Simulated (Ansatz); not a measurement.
`CB(C)F` + `[OH]`• → `[CH2]B(C)F`• + H₂O at 400 K and 1 bar (hydrogen abstraction from a C–H bond).

Program: Ansatz. Geometries: PBE0-D4/def2-TZVP. ΔE: electronic, gas phase. CBS: MP2 limit from def2 TZ/QZ plus the TZ coupled-cluster correction, frozen cores. This one scheme is used for every species. Open shells (•) are unrestricted, without spin–orbit coupling.

```csv
species,CCSD(T)/CBS energy (Eh),H − E (kJ/mol),S (J/(mol·K))
`CB(C)F`,-204.38401,236.3,340.2
`[OH]`•,-75.67771,34.1,192.6
`[CH2]B(C)F`•,-203.71751,202.5,341.4
H₂O,-76.37941,69.8,198.6
```

H − E and S are ideal-gas, rigid-rotor, harmonic terms from PBE0-D4/def2-TZVP, for one conformer and one mirror image of each species, with the whole ground term of open shells counted as degenerate. 1 Eh = 2625.50 kJ/mol, R = 8.31446 J/(mol·K).

**Question.** By hand: ΔE, ΔH, ΔS and ΔG.

**Answer.** ΔE = (-203.71751) + (-76.37941) − (-204.38401) − (-75.67771) = -0.03520 Eh = -92.4 kJ/mol. Δ(H − E) = 202.5 + 69.8 − 236.3 − 34.1 = 1.9, so ΔH = -90.5 kJ/mol. ΔS = 341.4 + 198.6 − 340.2 − 192.6 = 7.2 J/(mol·K). ΔG = -90.5 − 400 × (7.2)/1000 = -93.4 kJ/mol.

**Question.** By hand: the equilibrium constant, and the temperature at which ΔG would vanish if ΔH and ΔS stayed fixed.

**Answer.** log₁₀ K = −ΔG/(RT ln 10) = 12.2. ΔH and −TΔS have one sign here, so there is no such temperature.

The number of gas molecules stays the same, so ΔS is small and ΔH decides. A doubt of 5 kJ/mol in ΔE shifts log₁₀ K by 0.7 here. Other conformers and mirror images would add mixing entropy, several J/(mol·K) or more a flexible species. Modes under 60 cm⁻¹, often nearly free rotors, make the harmonic entropy too high. These are equilibria of isolated gas molecules and say nothing of rates. Largest T1 diagnostic: 0.012 (customary marks: 0.02 for closed shells, 0.045 for open ones).

ΔS is within the doubt of such terms, so its sign, and with it that verdict, could turn.
